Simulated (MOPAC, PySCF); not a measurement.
C3H4S, SMILES `C1(CC=1)S` (H–S–C–C torsion 180°), neutral singlet in the gas phase. 

Cartesian coordinates (Å):
SMILES: SC1CC=1
```xyz
8

S      2.1132     0.4810    -0.0111
C      0.4104     0.3601     0.0183
C     -0.7466     0.9336     0.0885
C     -0.7642    -0.5604    -0.0257
H      2.3520    -0.8354    -0.1172
H     -1.3415     1.8249     0.1702
H     -1.0324    -1.0320    -0.9731
H     -0.9910    -1.1719     0.8499
```
Charge 0, spin multiplicity 1.

All levels are single points at this geometry (PBE0-D3(BJ)/def2-TZVP); Pople sets use spherical d functions. Orbital energies aren't observables, and empty levels follow the basis.

```tsv
level	HOMO (eV)	LUMO (eV)	gap (eV)	dipole (D)	vertical IE, Delta-SCF (eV)
M06-2X/def2-TZVP in PySCF	-7.56	1.12	8.68	0.57	8.74
B3LYP/6-311+G** in PySCF	-6.26	-0.34	5.92	0.69	–
B3LYP/LANL2DZ in PySCF	-6.16	0.28	6.44	1.07	–
M06-2X/6-31G* in PySCF	-7.41	1.65	9.05	0.69	–
SVWN5/6-31G* in PySCF	-5.22	-0.47	4.75	0.76	8.44
HF/3-21G in PySCF	-8.83	4.82	13.65	1.04	–
AM1 in MOPAC	-8.67	0.74	9.41	0.99	–
PM3 in MOPAC	-8.93	0.18	9.11	1.26	–
PM7 in MOPAC	-8.77	-0.49	8.28	1.23	–
```
